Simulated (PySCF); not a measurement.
Predicted microwave data (PBE0/pcSseg-1 in PySCF (dipole) on a GFN2-xTB geometry, gas phase) for one isomer of C3H9NO4S2:

* Rotational constants: A = 1732, B = 885.3, C = 808.6 MHz
* Dipole components: |μa| = 0.05 D, |μb| = 1.12 D, |μc| = 0.25 D
* Inertial defect: -237.60 u·Å²
* κ: -0.83

Question: Which candidate fits, each taken in the one conformer that was computed?
A. `[CH3:1][CH2:2][S:3](=[O:4])(=[O:5])[NH:6][S:7]([CH3:8])(=[O:9])=[O:10]` with C1–C2–S3–O4 54°, C2–S3–N6–S7 -79°, S3–N6–S7–C8 -73°
B. `[CH3:1][N:2]([S:3]([CH3:4])(=[O:5])=[O:6])[S:7]([CH3:8])(=[O:9])=[O:10]` with C1–N2–S3–C4 -76°, C1–N2–S7–C8 -131°

Answer: B. It is CN(S(C)(=O)=O)S(C)(=O)=O, an asymmetric top, point group C1. The candidates at the same level (rigid rotor, commonest isotopes):

```tsv
SMILES	A (MHz)	B (MHz)	C (MHz)	μa (D)	μb (D)	μc (D)	Δ (u·Å²)	point group	rotor
CCS(=O)(=O)NS(C)(=O)=O	1723	829.2	712.0	0.21	0.13	0.39	-193.03	C1	asymmetric top
CN(S(C)(=O)=O)S(C)(=O)=O	1732	885.3	808.6	0.05	1.12	0.25	-237.60	C1	asymmetric top
```

`CCS(=O)(=O)NS(C)(=O)=O` has C 12 % too low. No structure here is proved a minimum.
